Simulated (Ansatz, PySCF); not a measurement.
The PySCF input:
```python
from pyscf import gto, scf, mp

mol = gto.M(
    atom='''
C     0.940169    0.398054    0.937563
C     0.999303   -0.746269   -0.095919
Si   -0.778820   -0.361444   -0.683195
C    -0.384486    1.070573    0.520355
H     1.797585    1.068609    0.885947
H     0.880944    0.008491    1.953051
H     1.768052   -0.579485   -0.848033
H     1.188862   -1.722218    0.345160
H    -1.810680   -1.298942   -0.236303
H    -0.962719   -0.022653   -2.094919
H    -0.221265    2.032382    0.037914
H    -1.067220    1.239897    1.349911
''',
    basis='sto-3g',
    charge=0,
    spin=0,
    verbose=4,
)

mf = scf.RHF(mol)
mf.kernel()

pt = mp.MP2(mf, frozen=8)
pt.kernel()
print('E(MP2) = %.10f' % pt.e_tot)
```

Problem. Write the same job for Ansatz (a quantum-chemistry and plane-wave program).

Solution. One answer among several that fit: 
Ansatz 0.2 input:
```yaml
crystal:
  periodic: [false, false, false]
  atoms:
    - {symbol: C, position_ang: [0.94016925, 0.39805364, 0.93756297]}
    - {symbol: C, position_ang: [0.99930330, -0.74626934, -0.09591889]}
    - {symbol: Si, position_ang: [-0.77881964, -0.36144439, -0.68319456]}
    - {symbol: C, position_ang: [-0.38448642, 1.07057269, 0.52035540]}
    - {symbol: H, position_ang: [1.79758492, 1.06860867, 0.88594702]}
    - {symbol: H, position_ang: [0.88094386, 0.00849054, 1.95305098]}
    - {symbol: H, position_ang: [1.76805182, -0.57948533, -0.84803349]}
    - {symbol: H, position_ang: [1.18886207, -1.72221791, 0.34515954]}
    - {symbol: H, position_ang: [-1.81068026, -1.29894242, -0.23630310]}
    - {symbol: H, position_ang: [-0.96271943, -0.02265274, -2.09491916]}
    - {symbol: H, position_ang: [-0.22126520, 2.03238174, 0.03791393]}
    - {symbol: H, position_ang: [-1.06721963, 1.23989694, 1.34991129]}
basis:
  gaussian:
    orbitals: STO-3G
magnetization: {spin_polarized: false}
correlation: {method: mp2, electrons: outside_noble_gas}
accuracy: high
```

Both were run: PySCF gave -402.675998 Eh and Ansatz -402.675998 Eh, 0.000 mEh apart.
